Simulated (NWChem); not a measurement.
# C₅H₁₁Cl; SMILES C(CC)CCCl

Results from NWChem. Pople sets run with spherical d functions. Each level has its own optimisation; frequencies are unscaled. Brackets give each atom's bonded neighbours. One conformer.

```tsv
level	r C–C [C(CCHH)–C(CHHH)] (Å)	r C–H [C(CHHH)–H(C)] (Å)	r C–C [C(CCHH)–C(CClHH)] (Å)	r C–Cl (Å)	highest harmonic frequency (cm⁻¹)	lowest (cm⁻¹)	zero-point energy (kcal/mol)	dipole (D)
Hartree-Fock/STO-3G	1.542	1.086	1.544	1.818	3757	48	114.2	2.53
Hartree-Fock/3-21G	1.542	1.084	1.522	1.907	3376	48	102.5	3.11
Hartree-Fock/6-31G*	1.530	1.086	1.522	1.803	3340	47	102.5	2.39
B3LYP/6-31G*	1.534	1.097	1.524	1.825	3158	48	96.2	2.24
LDA (Slater exchange, VWN5)/def2-SVP	1.513	1.112	1.503	1.788	3062	51	92.2	1.71
PBE/def2-SVP	1.532	1.110	1.523	1.814	3072	50	92.6	1.82
BLYP/def2-SVP	1.542	1.110	1.532	1.840	3055	49	92.3	1.81
PBE0/def2-SVP	1.522	1.102	1.514	1.795	3171	49	95.7	1.91
```
